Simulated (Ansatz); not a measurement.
Ansatz (a quantum-chemistry and plane-wave program) input (CCSD(T)/def2-SVPD):

Ansatz 0.2 input:
```yaml
crystal:
  periodic: [false, false, false]
  atoms:
    - {symbol: Fe, position_ang: [0.00000000, 0.00000000, 0.00000000]}
    - {symbol: Br, position_ang: [0.00000000, 0.00000000, 2.29219814]}
    - {symbol: Br, position_ang: [-0.00000000, -0.00000000, -2.29219814]}
basis:
  gaussian:
    orbitals: def2-SVPD
magnetization: {spin_polarized: true, initial_magnetization: 4}
correlation: {method: ccsd_t, electrons: outside_noble_gas}
output: {forces: true}
```

End of the output:

```
cycle   4  -10.73342399 eV  change    8.1e-8 eV  update   6.3e-6
cycle   5  -10.73342450 eV  change   -5.2e-7 eV  update   5.4e-6
cycle   6  -10.73342526 eV  change   -7.6e-7 eV  update   4.0e-6
cycle   7  -10.73342552 eV  change   -2.6e-7 eV  update   1.8e-6
cycle   8  -10.73342474 eV  change    7.7e-7 eV  update   8.9e-7
cycle   9  -10.73342465 eV  change    9.8e-8 eV  update   3.5e-7
cycle  10  -10.73342459 eV  change    5.2e-8 eV  update   1.8e-7
cycle  11  -10.73342454 eV  change    5.8e-8 eV  update   9.7e-8
perturbative correction -0.30662526 eV, -0.0112682703 hartree
the calculation of the forces begins
Total energy: -174344.61316458 eV, -6407.0463587752 hartree
Atom 0 at     0.000000     0.000000     0.000000 Å, force    -0.000000     0.000000    -0.000000 eV/Å
Atom 1 at     0.000000     0.000000     2.292198 Å, force    -0.000000     0.000000     0.730387 eV/Å
Atom 2 at    -0.000000    -0.000000    -2.292198 Å, force    -0.000000    -0.000000    -0.730387 eV/Å
Dipole moment:     0.000000     0.000000     0.000000 e Å
```

The spin state was set by rule; other spins were not relaxed.
